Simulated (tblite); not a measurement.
A geometry optimisation, step by step.

C₅H₉ClS₂Si.
SMILES with atom numbers: `[CH2:1]=[CH:2][CH2:3][Si@@H:4]([Cl:5])[S:6][C:7]([CH3:8])=[S:9]` (hydrogens: H10, H11 on C1; H12 on C2; H13, H14 on C3; H15 on Si4; H16, H17, H18 on C8)

Computed with GFN2-xTB (tblite), gas phase: L-BFGS steps from a force-field or distance-geometry start until the largest atomic force falls under 0.01 eV/Å. 5 of its 172 geometries are shown.

Step 0: E = -763.7128 eV, largest atomic force 1.726 eV/Å
```
atom  x, y, z in Å  |  force x, y, z in eV/Å
C1     -3.801   -0.321   -0.226    0.076  -0.088  -0.150
C2     -2.554   -0.512   -0.642   -0.146   0.151   0.446
C3     -1.354    0.257   -0.115   -1.310   0.517  -0.635
Si4    -0.065   -0.735    0.768    0.018  -1.699   0.301
Cl5     0.825   -2.064   -0.508   -0.107   0.251   0.182
S6      1.436    0.530    1.620    0.144   0.219   0.554
C7      2.368    1.047    0.222    0.525   0.865  -1.162
C8      3.636    0.272   -0.046   -0.646  -0.211   0.240
S9      1.974    2.392   -0.681    0.244  -1.346   0.868
H10    -4.631   -0.898   -0.641    0.404   0.303   0.211
H11    -4.066    0.424    0.524    0.153  -0.282  -0.246
H12    -2.368   -1.267   -1.403    0.164   0.211   0.193
H13    -0.908    0.762   -0.968    0.183   0.133  -0.251
H14    -1.702    1.057    0.550   -0.095  -0.125  -0.073
H15    -0.662   -1.534    1.880    0.444   0.475  -0.328
H16     3.750    0.103   -1.113    0.058   0.192  -0.087
H17     4.493    0.836    0.323   -0.047   0.002  -0.045
H18     3.622   -0.715    0.444   -0.063   0.431  -0.017
```

Step 43: E = -763.9777 eV, largest atomic force 0.137 eV/Å
```
atom  x, y, z in Å  |  force x, y, z in eV/Å
C1     -3.751   -0.335   -0.195   -0.066   0.023  -0.070
C2     -2.516   -0.407   -0.651   -0.025  -0.061  -0.016
C3     -1.369    0.390   -0.137    0.012  -0.025   0.034
Si4    -0.152   -0.758    0.773    0.030   0.010  -0.040
Cl5     0.671   -2.121   -0.473   -0.110   0.070   0.024
S6      1.527    0.334    1.650   -0.028  -0.076   0.040
C7      2.313    0.839    0.146    0.078   0.016  -0.021
C8      3.689    0.316   -0.040    0.027  -0.031  -0.015
S9      1.613    1.863   -0.896   -0.005   0.008  -0.106
H10    -4.524   -0.965   -0.597   -0.102   0.005  -0.016
H11    -4.053    0.367    0.564    0.072  -0.043   0.052
H12    -2.268   -1.105   -1.437   -0.008  -0.070  -0.034
H13    -0.870    0.885   -0.975    0.032   0.002   0.032
H14    -1.735    1.165    0.536    0.037   0.046   0.033
H15    -0.702   -1.411    1.948    0.014   0.024   0.017
H16     3.981    0.360   -1.089    0.001   0.124   0.058
H17     4.370    0.931    0.553    0.053  -0.076  -0.040
H18     3.768   -0.714    0.308   -0.011   0.054   0.069
```

Step 86: E = -764.1688 eV, largest atomic force 0.061 eV/Å
```
atom  x, y, z in Å  |  force x, y, z in eV/Å
C1     -3.809   -0.340   -0.152    0.000   0.010  -0.015
C2     -2.604   -0.246   -0.682   -0.003  -0.008  -0.006
C3     -1.455    0.489   -0.072   -0.026  -0.006  -0.014
Si4    -0.306   -0.785    0.753    0.011   0.010  -0.001
Cl5    -0.031   -2.417   -0.374    0.033  -0.025  -0.001
S6      1.651    0.007    1.390    0.034   0.002   0.021
C7      2.482    0.368   -0.092    0.029  -0.024  -0.007
C8      3.944    0.609    0.056    0.030   0.044   0.029
S9      1.743    0.412   -1.546   -0.009   0.001  -0.024
H10    -4.593   -0.896   -0.636   -0.013   0.012   0.024
H11    -4.067    0.143    0.777    0.023   0.007  -0.017
H12    -2.379   -0.755   -1.610   -0.020   0.035   0.007
H13    -0.938    1.056   -0.848    0.022  -0.016   0.013
H14    -1.811    1.195    0.680   -0.017  -0.004  -0.012
H15    -0.788   -1.159    2.075   -0.014  -0.025   0.023
H16     4.305    1.257   -0.739   -0.017   0.005  -0.006
H17     4.177    1.039    1.029   -0.037  -0.002  -0.022
H18     4.471   -0.344   -0.022   -0.025  -0.015   0.006
```

Step 128: E = -764.1854 eV, largest atomic force 0.029 eV/Å
```
atom  x, y, z in Å  |  force x, y, z in eV/Å
C1     -3.781   -0.165   -0.106    0.003  -0.008  -0.005
C2     -2.598   -0.221   -0.686    0.000   0.004   0.010
C3     -1.355    0.371   -0.111    0.006  -0.006   0.004
Si4    -0.301   -0.989    0.709    0.011  -0.006  -0.007
Cl5    -0.049   -2.637   -0.399    0.008   0.020  -0.016
S6      1.651   -0.186    1.363   -0.002   0.000  -0.008
C7      2.454    0.281   -0.105    0.017  -0.017  -0.007
C8      3.849    0.765    0.086   -0.006   0.017  -0.013
S9      1.776    0.182   -1.586   -0.006  -0.007   0.018
H10    -4.653   -0.611   -0.552   -0.021   0.007   0.018
H11    -3.924    0.337    0.837   -0.021   0.002  -0.011
H12    -2.475   -0.737   -1.629    0.009   0.000   0.002
H13    -0.791    0.871   -0.901   -0.008  -0.008  -0.003
H14    -1.613    1.120    0.640    0.003  -0.009  -0.003
H15    -0.808   -1.361    2.023   -0.009   0.010   0.009
H16     4.173    1.319   -0.792    0.026  -0.004   0.006
H17     3.925    1.389    0.975    0.001  -0.014  -0.001
H18     4.512   -0.092    0.222   -0.012   0.018   0.008
```

Step 171: E = -764.1924 eV, largest atomic force 0.008 eV/Å
```
atom  x, y, z in Å  |  force x, y, z in eV/Å
C1     -3.821   -0.032   -0.060   -0.002  -0.003   0.004
C2     -2.652   -0.295   -0.612   -0.001  -0.001  -0.001
C3     -1.352    0.273   -0.148   -0.006   0.001  -0.005
Si4    -0.257   -1.088    0.614   -0.001   0.000  -0.005
Cl5     0.060   -2.650   -0.598    0.002   0.003   0.002
S6      1.664   -0.260    1.328   -0.004  -0.001  -0.005
C7      2.477    0.297   -0.104    0.002   0.001  -0.005
C8      3.848    0.825    0.140   -0.005  -0.006  -0.002
S9      1.818    0.256   -1.596    0.004   0.000   0.004
H10    -4.736   -0.462   -0.430    0.003   0.001   0.003
H11    -3.913    0.635    0.782    0.003  -0.001   0.006
H12    -2.586   -0.967   -1.456    0.001   0.000   0.000
H13    -0.842    0.730   -0.998    0.003  -0.004  -0.003
H14    -1.533    1.056    0.591    0.001   0.002  -0.002
H15    -0.758   -1.546    1.903   -0.003   0.003   0.000
H16     4.282    1.185   -0.789    0.000   0.006  -0.001
H17     3.812    1.635    0.868    0.004   0.002   0.004
H18     4.479    0.040    0.555    0.001  -0.003   0.007
```

Task: Summarise the path.

Result: The energy falls by 0.4797 eV from step 0 to step 171; nine tenths of that is first reached at step 71. It falls at every step. The largest force goes from 1.726 to 0.008 eV/Å. Among the bonds Si4–S6 changes most, from 2.140 to 2.210 Å; the atoms move by 0.861 Å rms after alignment.

Task: Follow the three bonds and two angles with the largest change from start to end.

Result: 
```json
{"step": "0", "E above end (eV)": "0.4797", "largest force (eV/Å)": "1.726", "Si4–S6 (Å)": "2.140", "C3–Si4 (Å)": "1.851", "Si4–Cl5 (Å)": "2.047", "S6–Si4–H15 (°)": "107.5", "C2–C3–Si4 (°)": "116.4"}
{"step": "7", "E above end (eV)": "0.2981", "largest force (eV/Å)": "0.138", "Si4–S6 (Å)": "2.189", "C3–Si4 (Å)": "1.901", "Si4–Cl5 (Å)": "2.017", "S6–Si4–H15 (°)": "102.9", "C2–C3–Si4 (°)": "113.4"}
{"step": "15", "E above end (eV)": "0.2753", "largest force (eV/Å)": "0.210", "Si4–S6 (Å)": "2.187", "C3–Si4 (Å)": "1.901", "Si4–Cl5 (Å)": "2.015", "S6–Si4–H15 (°)": "97.9", "C2–C3–Si4 (°)": "112.3"}
{"step": "22", "E above end (eV)": "0.2604", "largest force (eV/Å)": "0.141", "Si4–S6 (Å)": "2.183", "C3–Si4 (Å)": "1.904", "Si4–Cl5 (Å)": "2.015", "S6–Si4–H15 (°)": "98.3", "C2–C3–Si4 (°)": "112.4"}
{"step": "30", "E above end (eV)": "0.2427", "largest force (eV/Å)": "0.087", "Si4–S6 (Å)": "2.179", "C3–Si4 (Å)": "1.902", "Si4–Cl5 (Å)": "2.016", "S6–Si4–H15 (°)": "100.6", "C2–C3–Si4 (°)": "110.1"}
{"step": "37", "E above end (eV)": "0.2324", "largest force (eV/Å)": "0.112", "Si4–S6 (Å)": "2.175", "C3–Si4 (Å)": "1.901", "Si4–Cl5 (Å)": "2.017", "S6–Si4–H15 (°)": "101.2", "C2–C3–Si4 (°)": "109.4"}
{"step": "45", "E above end (eV)": "0.2045", "largest force (eV/Å)": "0.249", "Si4–S6 (Å)": "2.181", "C3–Si4 (Å)": "1.905", "Si4–Cl5 (Å)": "2.031", "S6–Si4–H15 (°)": "101.3", "C2–C3–Si4 (°)": "109.5"}
{"step": "52", "E above end (eV)": "0.1415", "largest force (eV/Å)": "0.188", "Si4–S6 (Å)": "2.201", "C3–Si4 (Å)": "1.905", "Si4–Cl5 (Å)": "2.014", "S6–Si4–H15 (°)": "99.6", "C2–C3–Si4 (°)": "111.0"}
{"step": "59", "E above end (eV)": "0.0910", "largest force (eV/Å)": "0.227", "Si4–S6 (Å)": "2.211", "C3–Si4 (Å)": "1.903", "Si4–Cl5 (Å)": "2.009", "S6–Si4–H15 (°)": "98.3", "C2–C3–Si4 (°)": "110.3"}
{"step": "67", "E above end (eV)": "0.0578", "largest force (eV/Å)": "0.120", "Si4–S6 (Å)": "2.211", "C3–Si4 (Å)": "1.907", "Si4–Cl5 (Å)": "2.007", "S6–Si4–H15 (°)": "97.5", "C2–C3–Si4 (°)": "109.8"}
{"step": "74", "E above end (eV)": "0.0377", "largest force (eV/Å)": "0.113", "Si4–S6 (Å)": "2.206", "C3–Si4 (Å)": "1.907", "Si4–Cl5 (Å)": "2.002", "S6–Si4–H15 (°)": "97.0", "C2–C3–Si4 (°)": "109.3"}
{"step": "82", "E above end (eV)": "0.0266", "largest force (eV/Å)": "0.082", "Si4–S6 (Å)": "2.208", "C3–Si4 (Å)": "1.906", "Si4–Cl5 (Å)": "2.004", "S6–Si4–H15 (°)": "97.4", "C2–C3–Si4 (°)": "108.0"}
{"step": "89", "E above end (eV)": "0.0221", "largest force (eV/Å)": "0.047", "Si4–S6 (Å)": "2.209", "C3–Si4 (Å)": "1.906", "Si4–Cl5 (Å)": "2.004", "S6–Si4–H15 (°)": "97.7", "C2–C3–Si4 (°)": "108.4"}
{"step": "97", "E above end (eV)": "0.0196", "largest force (eV/Å)": "0.032", "Si4–S6 (Å)": "2.208", "C3–Si4 (Å)": "1.907", "Si4–Cl5 (Å)": "2.003", "S6–Si4–H15 (°)": "97.7", "C2–C3–Si4 (°)": "109.1"}
{"step": "104", "E above end (eV)": "0.0173", "largest force (eV/Å)": "0.051", "Si4–S6 (Å)": "2.208", "C3–Si4 (Å)": "1.907", "Si4–Cl5 (Å)": "2.003", "S6–Si4–H15 (°)": "97.7", "C2–C3–Si4 (°)": "110.1"}
{"step": "112", "E above end (eV)": "0.0151", "largest force (eV/Å)": "0.027", "Si4–S6 (Å)": "2.208", "C3–Si4 (Å)": "1.906", "Si4–Cl5 (Å)": "2.003", "S6–Si4–H15 (°)": "97.4", "C2–C3–Si4 (°)": "110.5"}
{"step": "119", "E above end (eV)": "0.0123", "largest force (eV/Å)": "0.065", "Si4–S6 (Å)": "2.210", "C3–Si4 (Å)": "1.907", "Si4–Cl5 (Å)": "2.003", "S6–Si4–H15 (°)": "97.9", "C2–C3–Si4 (°)": "110.3"}
{"step": "126", "E above end (eV)": "0.0077", "largest force (eV/Å)": "0.060", "Si4–S6 (Å)": "2.209", "C3–Si4 (Å)": "1.908", "Si4–Cl5 (Å)": "2.001", "S6–Si4–H15 (°)": "97.8", "C2–C3–Si4 (°)": "110.2"}
{"step": "134", "E above end (eV)": "0.0064", "largest force (eV/Å)": "0.021", "Si4–S6 (Å)": "2.210", "C3–Si4 (Å)": "1.907", "Si4–Cl5 (Å)": "2.001", "S6–Si4–H15 (°)": "97.7", "C2–C3–Si4 (°)": "110.2"}
{"step": "141", "E above end (eV)": "0.0056", "largest force (eV/Å)": "0.028", "Si4–S6 (Å)": "2.211", "C3–Si4 (Å)": "1.907", "Si4–Cl5 (Å)": "2.001", "S6–Si4–H15 (°)": "97.5", "C2–C3–Si4 (°)": "110.5"}
{"step": "149", "E above end (eV)": "0.0042", "largest force (eV/Å)": "0.029", "Si4–S6 (Å)": "2.208", "C3–Si4 (Å)": "1.905", "Si4–Cl5 (Å)": "2.000", "S6–Si4–H15 (°)": "97.9", "C2–C3–Si4 (°)": "110.4"}
{"step": "156", "E above end (eV)": "0.0016", "largest force (eV/Å)": "0.048", "Si4–S6 (Å)": "2.207", "C3–Si4 (Å)": "1.906", "Si4–Cl5 (Å)": "2.002", "S6–Si4–H15 (°)": "97.2", "C2–C3–Si4 (°)": "110.4"}
{"step": "164", "E above end (eV)": "0.0003", "largest force (eV/Å)": "0.020", "Si4–S6 (Å)": "2.208", "C3–Si4 (Å)": "1.905", "Si4–Cl5 (Å)": "2.002", "S6–Si4–H15 (°)": "97.7", "C2–C3–Si4 (°)": "110.5"}
{"step": "171", "E above end (eV)": "0.0000", "largest force (eV/Å)": "0.008", "Si4–S6 (Å)": "2.210", "C3–Si4 (Å)": "1.905", "Si4–Cl5 (Å)": "2.002", "S6–Si4–H15 (°)": "97.5", "C2–C3–Si4 (°)": "110.7"}
```

The cost below is that of the whole relaxation. The run took 3.7 s wall on one thread of an Arm Neoverse N1 (shared host).
